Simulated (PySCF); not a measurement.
Pt⁺: excitation energy

Pt⁺ [Xe] 4f14 5d9 (2D) → Pt⁺ [Xe] 4f14 5d8 6s1 (4F), as a difference of total energies. Computed with PySCF 2.14 in aug-cc-pwCVDZ-PP with ECP60MDF, with scalar relativity through the core potential. Correlated levels: valence and next inner shell: nothing frozen outside the core potential. The calculations carry no spin-orbit coupling.

```
                                method  excitation energy (eV)
                                   UHF                   0.245
    MP2 (valence and next inner shell)                   0.563
SCS-MP2 (valence and next inner shell)                   0.664
   CCSD (valence and next inner shell)                   0.485
CCSD(T) (valence and next inner shell)                   0.550
```

Problem. How much does correlation contribute at CCSD(T) (valence and next inner shell)?

Solution. 0.550 − (0.245) = 0.305 eV, measured against UHF.
